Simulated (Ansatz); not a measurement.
Input and output for C2H6ClGa (`[CH3][Ga]([CH3])[Cl]`).

```yaml
crystal:
  periodic: [false, false, false]
  atoms:
    - {symbol: C, position_ang: [-0.433127, 1.559032, -0.925506]}
    - {symbol: Ga, position_ang: [-0.355264, -0.448632, -0.166500]}
    - {symbol: C, position_ang: [1.068324, -1.099664, 0.967955]}
    - {symbol: Cl, position_ang: [-2.009423, -1.632205, -0.498187]}
    - {symbol: H, position_ang: [-1.487790, 1.641289, -1.524173]}
    - {symbol: H, position_ang: [-0.567265, 2.273485, -0.166768]}
    - {symbol: H, position_ang: [0.285215, 1.645494, -1.733024]}
    - {symbol: H, position_ang: [0.548750, -2.221291, 1.299994]}
    - {symbol: H, position_ang: [1.928849, -1.217021, 0.339002]}
    - {symbol: H, position_ang: [1.215296, -0.502223, 1.970988]}
basis:
  gaussian: {orbitals: def2-TZVP}
total_charge: 1
magnetization: {spin_polarized: true, initial_magnetization: 1}
hamiltonian: {xc: {name: revPBE}}
```

```sh
$ ansatz run in.yaml --threads 4 --pin off --events-out ev --progress --plain --max-ram 10444MiB
```

Output, abridged:

```
Functional definition: revPBE
1248 factors; their error is unknown
mean field evaluation 1: about -67030.2010 eV, gradient 7.7e1 eV
mean field evaluation 2: about -66940.3606 eV, gradient 1.3e2 eV
mean field evaluation 4: about -67053.7641 eV, gradient 2.9e1 eV
mean field evaluation 8: about -67058.8101 eV, gradient 1.2e0 eV
mean field evaluation 16: about -67058.7763 eV, gradient 6.5e-3 eV
mean field -67058.77632114 eV, -2464.3645757306 hartree, gradient 1.8e-5 eV, S^2 0.755189; 3 other end points of the search recorded, 0 dependent functions left out
reference -67058.77637271 eV, -2464.3645776259 hartree; 33, 32 occupied and 150, 151 virtual orbitals, 1248 factors
Total energy: -67058.77637271 eV, -2464.3645776259 hartree
```

Run time 4.6 s (4 threads of an Arm Neoverse V1 on a shared host); peak host memory 0.43 GiB.
